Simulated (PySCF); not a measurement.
# Spectroscopy problems

- shielding tensors at PBE0/pcSseg-1 (GIAO)
- coordinates at the GFN2-xTB level
- run in PySCF
- a single conformation, no relativistic terms, one averaged value for each set of equivalent atoms, isolated molecule

Shifts are taken against calculated references (same method and geometry level): 1H, 13C against TMS. Splittings of carbon signals by F and P are missing where no couplings were computed. Where no couplings were computed, multiplicities follow the n + 1 count of equivalent neighbours, and m marks all less simple cases (inequivalent or close neighbours, rings, F or P nearby). Shifts are as computed. Against solution values, carbons near 30 ppm lie about +3 ppm off and those near 130 ppm about +5 ppm. Of 1309 compounds with measured shifts, 239 miss one by over three times the rms of a fit or turn the order of signals round; such compounds aren't used in these exercises.

**Question.** C5H9OPSi. 1H NMR (600 MHz, computed): δ 6.66 (m, 1H), 5.76 (m, 1H), 4.86 (m, 1H), 4.53 (m, 1H), 2.09 (s, 3H), 1.12 (m, 2H). 13C{1H} NMR (computed): δ 152.3 (CH), 116.2 (C), 100.8 (CH2), 85.2 (C), 5.9 (CH3). Identify the compound.

**Answer.** SMILES C=CO[Si@@H](P)C#CC. 5 carbon signals for 5 carbons: no two carbons are equivalent. Carbon types of the structure: 2 × C, 1 × CH, 1 × CH2, 1 × CH3, leaving 3 H on heteroatoms. δC 152.3: alkene carbon bearing oxygen; an sp2 carbon further deshielded by the attached heteroatom. δC 116.2, 85.2: alkyne carbon. δC 100.8: β carbon of an enol-ether or enamine type C=C; the O or N lone pair pushes π density onto this β carbon and shields it. δH 6.66: hydrogen on an alkene carbon bearing oxygen; a vinylic proton, deshielded by the sp2 carbon and the C=C anisotropy.

The data come from this structure; uniqueness wasn't tested.

**Question.** C5H9OPSi. 1H NMR (500 MHz, computed): δ 6.47 (m, 1H), 5.41 (m, 1H), 5.25 (m, 1H), 2.27 (d, 1H), 1.73 (d, 3H), 1.29 (m, 2H). 13C{1H} NMR (computed): δ 149.0, 110.9, 105.3, 90.5, 15.5. What is it?

**Answer.** SMILES C#C[Si@@H](P)O/C=C/C. 5 carbon signals for 5 carbons: no two carbons are equivalent. Carbon types of the structure: 1 × C, 3 × CH, 1 × CH3, leaving 3 H on heteroatoms. δC 149.0: alkene carbon bearing oxygen; an sp2 carbon further deshielded by the attached heteroatom. δC 110.9: β carbon of an enol-ether or enamine type C=C; the O or N lone pair pushes π density onto this β carbon and shields it. δC 105.3: terminal alkyne carbon. δC 90.5: alkyne carbon; the triple bond shields along its axis, which puts it between sp3 and sp2 carbons.

The shifts were computed for this structure.
